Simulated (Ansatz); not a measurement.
Species: C3H7B, SMILES `BC1CC1` (H–B–C–C torsion 33°) (charge 0, multiplicity 1), formula C$_{3}$H$_{7}$B.

**Question.** How many basis functions does frozen-core CCSD(T)/def2-TZVPP // TPSSh-D3(BJ)/def2-TZVP (Ansatz, a program for electronic structure) use, how many core orbitals are frozen, and how many electrons are correlated?

**Answer.** 222 basis functions and 4 frozen orbitals, which leaves 22 correlated electrons. Core time is of the order of minutes.
